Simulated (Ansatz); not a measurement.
Coupled-cluster diagnostics for the cluster AgSe₂, Ansatz.

Geometry of the doublet (B3LYP-D4/def2-TZVP):

Cartesian coordinates in Å:
```
Ag 1.192 0.115 0.998
Se -0.458 -1.230 -0.528
Se -0.734 1.115 -0.470
```

In the def2 sets Ag takes a core potential; there is no spin–orbit coupling. Correlated methods freeze 18 core orbitals; core or outer-core shells of Ag, Se are correlated, in sets that lack core-valence functions. Another isomer (doublet) lies 0.09 eV lower at PBE0-D4/def2-TZVP; other spin states weren't run for this one.

Estimate the CCSD(T) correlation energy, the shares of MP2 and (T), T1 and the reference's ⟨S²⟩ for: charge 0, doublet, own geometry in def2-SVP; and the rough time on 4 threads of Arm Neoverse V2 on a shared host.


```csv
state,basis,correlation (eV),MP2 share (%),(T) share (%),T1,⟨S²⟩ (pure),wall time
"charge 0, doublet, own geometry",def2-SVP,-21.765,98.7,3.2,0.014,0.77 (0.75),11 s
```
Customary marks for T1 are 0.02 (closed shells), 0.045 (open shells) and about 0.05 (3d metals). T1 stays under 0.02 throughout.
